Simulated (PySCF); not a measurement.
H6N2SSi2.
Cartesian coordinates in Å at the PBE0-D3(BJ)/def2-SVP level; atoms count from 1:
```
atom  x, y, z in Å
S1     2.691    0.724    0.032
Si2    0.643    0.632    0.650
N3    -0.068   -0.951    0.801
Si4   -1.283   -0.645   -0.417
N5    -0.566    0.941   -0.565
H6     2.497   -0.064   -1.049
H7     0.642    1.502    1.860
H8     0.200   -1.768    1.328
H9    -1.210   -1.514   -1.635
H10   -2.701   -0.665    0.059
H11   -0.783    1.757   -1.117
```

Method: PBE0-D3(BJ)/def2-SVP geometry optimisation, gas phase (PySCF).

Masses are those of the commonest isotopes; rigid-rotor values at the optimised geometry. The values belong to one conformer with, in the numbering `[SH:1][SiH:2]1[NH:3][SiH2:4][NH:5]1`, H–S1–Si2–N3 52°.

Q: What are A, B and C (MHz)?

A: Ia = 80.13, Ib = 344.44, Ic = 363.58 u·Å²; 505379 MHz·u·Å²/I gives A = 6307, B = 1467, C = 1390 MHz.

Q: What kind of rotor is it?

A: A near-prolate asymmetric top: κ = (2 × 1467 − 6307 − 1390)/(6307 − 1390) = -0.97.

Q: What does the inertial defect say?

A: Not planar: Δ = Ic − Ia − Ib = -60.99 u·Å². For a rigid frame Δ = −2 Σ m c², so Σ m c² = 30.50 u·Å² lies off the ab plane: 10.46 from hydrogen and 20.04 from heavier atoms. The atom farthest from that plane is 2.08 Å away.

Q: Give the other two planar moments, Paa and Pbb, and the rms extents of the mass along the axes.

A: Paa = Σ m a² = (Ib + Ic − Ia)/2 = 313.95 and Pbb = Σ m b² = (Ia + Ic − Ib)/2 = 49.63 u·Å². With the mass M = 121.98 u, the rms extents √(P/M) along a, b and c are 1.60, 0.64, 0.50 Å.

Q: Which types of transition are allowed, and where do some lines up to J = 4 fall?

A: The dipole components are |μa| = 1.28 D, |μb| = 0.03 D, |μc| = 0.55 D. Intensities carry the squares of the components, which stand as 1.00 : 0.00 : 0.19 (a : b : c). Some lines, for components of 0.1 D or more:

```json
{"type": "a", "branch": "Q", "J(Ka,Kc)": "3(1,2) ← 3(1,3)", "MHz": "463", "lower level (cm⁻¹)": "0.727"}
{"type": "a", "branch": "R", "J(Ka,Kc)": "1(0,1) ← 0(0,0)", "MHz": "2857", "lower level (cm⁻¹)": "0.000"}
{"type": "c", "branch": "Q", "J(Ka,Kc)": "4(1,4) ← 4(0,4)", "MHz": "4504", "lower level (cm⁻¹)": "0.953"}
{"type": "c", "branch": "Q", "J(Ka,Kc)": "3(1,3) ← 3(0,3)", "MHz": "4651", "lower level (cm⁻¹)": "0.572"}
{"type": "a", "branch": "R", "J(Ka,Kc)": "2(1,2) ← 1(1,1)", "MHz": "5637", "lower level (cm⁻¹)": "0.257"}
{"type": "a", "branch": "R", "J(Ka,Kc)": "3(0,3) ← 2(0,2)", "MHz": "8568", "lower level (cm⁻¹)": "0.286"}
{"type": "a", "branch": "R", "J(Ka,Kc)": "3(2,1) ← 2(2,0)", "MHz": "8575", "lower level (cm⁻¹)": "0.937"}
{"type": "a", "branch": "R", "J(Ka,Kc)": "3(1,2) ← 2(1,1)", "MHz": "8687", "lower level (cm⁻¹)": "0.453"}
{"type": "a", "branch": "R", "J(Ka,Kc)": "4(2,3) ← 3(2,2)", "MHz": "11428", "lower level (cm⁻¹)": "1.223"}
{"type": "a", "branch": "R", "J(Ka,Kc)": "4(3,2) ← 3(3,1)", "MHz": "11431", "lower level (cm⁻¹)": "2.036"}
{"type": "a", "branch": "R", "J(Ka,Kc)": "4(1,3) ← 3(1,2)", "MHz": "11582", "lower level (cm⁻¹)": "0.742"}
{"type": "c", "branch": "R", "J(Ka,Kc)": "3(1,2) ← 2(0,2)", "MHz": "13682", "lower level (cm⁻¹)": "0.286"}
{"type": "c", "branch": "Q", "J(Ka,Kc)": "4(2,3) ← 4(1,3)", "MHz": "14251", "lower level (cm⁻¹)": "1.129"}
{"type": "c", "branch": "R", "J(Ka,Kc)": "2(2,0) ← 1(1,0)", "MHz": "20312", "lower level (cm⁻¹)": "0.259"}
{"type": "c", "branch": "R", "J(Ka,Kc)": "2(2,1) ← 1(1,1)", "MHz": "20388", "lower level (cm⁻¹)": "0.257"}
{"type": "c", "branch": "R", "J(Ka,Kc)": "3(2,2) ← 2(1,2)", "MHz": "23323", "lower level (cm⁻¹)": "0.445"}
{"type": "c", "branch": "Q", "J(Ka,Kc)": "4(3,2) ← 4(2,2)", "MHz": "24381", "lower level (cm⁻¹)": "1.604"}
{"type": "c", "branch": "R", "J(Ka,Kc)": "4(2,2) ← 3(1,2)", "MHz": "25846", "lower level (cm⁻¹)": "0.742"}
{"type": "c", "branch": "R", "J(Ka,Kc)": "4(2,3) ← 3(1,3)", "MHz": "26296", "lower level (cm⁻¹)": "0.727"}
{"type": "c", "branch": "R", "J(Ka,Kc)": "4(3,1) ← 3(2,1)", "MHz": "35819", "lower level (cm⁻¹)": "1.223"}
{"type": "c", "branch": "R", "J(Ka,Kc)": "4(3,2) ← 3(2,2)", "MHz": "35823", "lower level (cm⁻¹)": "1.223"}
{"type": "c", "branch": "R", "J(Ka,Kc)": "4(4,0) ← 3(3,0)", "MHz": "45578", "lower level (cm⁻¹)": "2.036"}
```

Stationary, but not proved a minimum. Zero-point vibration and centrifugal distortion are left out. Quadrupole hyperfine structure (14N) is left out.

The run took 46 s on one thread of an AMD EPYC 7R43, no GPU, shared host with 256 logical CPUs at a one-minute load of 184, and the process peaked at 0.46 GiB of memory. This is the geometry optimisation.
